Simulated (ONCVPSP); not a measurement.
## Logarithmic derivatives: Ti, ONCV

```json
{
 "Element": "titanium",
 "Generator": "ONCVPSP 4.0.1",
 "Type": "optimised norm-conserving Vanderbilt (ONCV)",
 "Functional": "revPBE",
 "Relativity": "scalar-relativistic",
 "Frozen core": "[Ne]",
 "Valence charge": "12",
 "Reference configuration": "3s2 3p6 3d2 4s2",
 "Partial waves": "3s+4s: rc 1.60 bohr, ncon 4, nbas 8, qcut 9.3 1/bohr, 2 projectors; 3p: rc 0.95 bohr, ncon 4, nbas 7, qcut 9.6 1/bohr, 2 projectors, debl 2 Ha; 3d: rc 2.25 bohr, ncon 4, nbas 9, qcut 5.6 1/bohr, 2 projectors, debl 3.2 Ha",
 "Local potential": "polynomial inside 0.90 bohr (lpopt 5, dvloc0 0 Ha)",
 "Core correction": "Teter function, parameters optimised by the program"
}
```

The phase is arctan(r·R′/R) of the radial function R(r), unwrapped; energies in Ha, scanned from -4 to 5 Ha. A pole is an energy at which the radial function vanishes at the test radius. The pseudo phase is shifted by a multiple of π to meet the all-electron one at the reference energy, and phase errors are pseudo minus all-electron; the curves can meet again beyond the range given. Levels narrower than the energy grid can be missing from the lists of poles.

**Question.** For each channel, where are the poles, and over which energies does the pseudopotential scatter like the atom?

**Answer.**

```
channel  radius (bohr)  reference energy (Ha)  poles, all-electron  poles, pseudo  unbroken range about the reference energy with phases within 0.05 rad  phase error 1 Ha above the reference energy (rad)
      s           1.62                  -0.16                -1.80          -1.80                                                        the whole range                                             -0.000
      p           0.96                  -1.43                 none           4.99                                                        the whole range                                             -0.000
      d           2.28                  -0.15           0.08, 3.22     0.08, 3.22                                                              below 4.3                                             -0.021
```

Phases in the s channel:

| E (Ha) | all-electron | pseudo |
| --- | --- | --- |
| -3.98 | 1.104 | 1.104 |
| -3.50 | 0.924 | 0.924 |
| -3.02 | 0.329 | 0.329 |
| -2.54 | -1.005 | -1.005 |
| -2.06 | -1.466 | -1.466 |
| -1.58 | -1.634 | -1.634 |
| -1.10 | -1.737 | -1.737 |
| -0.62 | -1.827 | -1.827 |
| -0.14 | -1.929 | -1.929 |
| 0.34 | -2.071 | -2.071 |
| 0.82 | -2.312 | -2.312 |
| 1.30 | -2.774 | -2.775 |
| 1.78 | -3.468 | -3.471 |
| 2.26 | -3.982 | -3.985 |
| 2.74 | -4.246 | -4.249 |
| 3.22 | -4.390 | -4.393 |
| 3.70 | -4.480 | -4.483 |
| 4.18 | -4.541 | -4.544 |
| 4.66 | -4.586 | -4.590 |
